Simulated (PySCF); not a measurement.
C7H5NO, SMILES N#Cc1ccc(O)cc1 (GFN2-xTB optimised geometry):

```
14

N     -1.984    -3.262     0.005
C     -1.405    -2.272     0.001
C     -0.696    -1.052     0.000
C     -1.389     0.158     0.000
C     -0.695     1.350     0.000
C      0.698     1.350     0.000
O      1.419     2.495     0.000
C      1.391     0.140     0.000
C      0.702    -1.052     0.000
H     -2.469     0.156     0.000
H     -1.232     2.290     0.000
H      0.834     3.262     0.001
H      2.469     0.162     0.000
H      1.234    -1.991     0.000
```

Calculation: PBE/def2-TZVP (PySCF 2.14.0).

**Question.** What are the frontier orbital energies and the dipole moment?

**Answer.** HOMO-2 -8.09 eV, HOMO-1 -7.12 eV, HOMO -6.10 eV, LUMO -2.07 eV, LUMO+1 -1.85 eV; dipole moment 5.39 D.

Meta-Löwdin charges at PBE/def2-TZVP: N1 -0.23, C2 0.10, C3 -0.05, C4 -0.09, C5 -0.18, C6 0.22, O7 -0.43, C8 -0.15, C9 -0.09, H10 0.14, H11 0.12, H12 0.35, H13 0.14, H14 0.14.
